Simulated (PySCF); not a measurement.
**Working with the constants of SiSb⁻**

RHF-CCSD(T) constants of SiSb⁻, ¹Σ⁺ (singlet), closed shell (Si def2-SVPD, Sb def2-SVPD with ECP28; scalar-relativistic core potentials (PySCF 2.14); masses 27.9769 and 120.9038 u):

```
ωe              : 439.8 cm⁻¹
ωexe            : 1.35 cm⁻¹
Be              : 0.13488 cm⁻¹
αe              : 0.000537 cm⁻¹
D (centrifugal) : 5.07e-08 cm⁻¹
```

(1) Give the band origin of the fundamental and the first lines of its P and R branches.

(2) Near which J would the R branch turn back, without centrifugal distortion?

Correlated steps freeze 9 core orbitals. Spin–orbit coupling is left out, which matters for elements this heavy, above all for dissociation energies. The CCSD T1 diagnostic is raised, a sign that a single reference may not be enough here.

## Answers

(1) ν0 = ωe − 2ωexe = 437.1 cm⁻¹, B0 = 0.13461, B1 = 0.13407 cm⁻¹.

```tsv
J″	P(J″) − ν0	R(J″) − ν0
0		0.268
1	-0.269	0.535
2	-0.540	0.801
3	-0.811	1.066
4	-1.083	1.330
5	-1.357	1.593
6	-1.631	1.854
```

(2) At J ≈ (B0 + B1)/(2(B0 − B1)) − 1 ≈ 250.
